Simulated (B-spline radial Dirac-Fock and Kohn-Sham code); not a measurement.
**X-ray form factors of ruthenium in several charge states**

Calculated with a B-spline atomic structure program, using configuration-average Dirac-Fock orbitals.

Configurations: Ru¹⁷⁺ [Ar] 3d9; Ru¹⁸⁺ [Ar] 3d8; Ru¹⁹⁺ [Ar] 3d7. The first column is f₀ of Ru¹⁷⁺, the others are differences from it.

| s (Å⁻¹) | Ru¹⁷⁺ | Δ Ru¹⁸⁺ | Δ Ru¹⁹⁺ |
| --- | --- | --- | --- |
| 0 | 27.000 | -1.000 | -2.000 |
| 0.1 | 26.779 | -0.983 | -1.967 |
| 0.2 | 26.131 | -0.933 | -1.870 |
| 0.3 | 25.102 | -0.855 | -1.719 |
| 0.4 | 23.757 | -0.757 | -1.528 |
| 0.5 | 22.181 | -0.647 | -1.313 |
| 0.7 | 18.686 | -0.425 | -0.875 |
| 0.9 | 15.253 | -0.240 | -0.504 |
| 1.1 | 12.307 | -0.112 | -0.244 |
| 1.4 | 9.122 | -0.016 | -0.043 |
